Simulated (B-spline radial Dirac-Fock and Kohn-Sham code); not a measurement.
## Subshell cross sections of Zr⁺, photon energy 636 eV

System: zirconium as Zr⁺ in the configuration [Kr] 4d3 (not the ground configuration).

Input of the calculation (task.json; shells as n, l, electrons):

```json
{"items": [{
  "Z": 40,
  "q": 1,
  "cfg": [[1, 0, 2], [2, 0, 2], [2, 1, 6], [3, 0, 2], [3, 1, 6], [3, 2, 10], [4, 0, 2], [4, 1, 6], [4, 2, 3]],
  "A": 90,
  "rrms": 4.2694,
  "do": ["binding", "quiet", "photo", "scan"],
  "hv": [40.81, 57.7, 77.2, 80, 150, 636.0, 2000, 2984.4, 5340.0, 8900.0, 9010.0, 9251.7, 11100.0, 17479.3, 64600.0, 80000]
}]}
```

Launch: `python xray_run.py task.json out`

Model: the independent-particle Dirac-Slater model, thresholds from Dirac-Fock. Program: an atomic code on a B-spline grid. The asymmetry parameter β is from the dipole term alone. Kinetic energies are from the vacuum level. Open shells are spread statistically over j, without multiplet splitting.

```
subshell  electrons  binding (eV)  kinetic (eV)  σ (kb)     β
      3s          2         446.2         189.8     109  1.99
   3p1/2          2         360.1         275.9     144  1.38
   3p3/2          4         346.3         289.7     303  1.39
   3d3/2          4         194.6         441.4     432  1.14
   3d5/2          6         192.2         443.8     636  1.15
      4s          2         68.87         567.1    21.2  2.00
   4p1/2          2         43.52         592.5    21.8  1.66
   4p3/2          4         41.79         594.2    43.8  1.66
   4d3/2        1.2         11.25         624.7    6.06  1.29
   4d5/2        1.8         11.16         624.8    8.81  1.29
```

Branching ratios of the spin-orbit partners (statistical value in brackets): 3p 2.10 (2.00), 3d 1.47 (1.50), 4p 2.01 (2.00), 4d 1.45 (1.50).
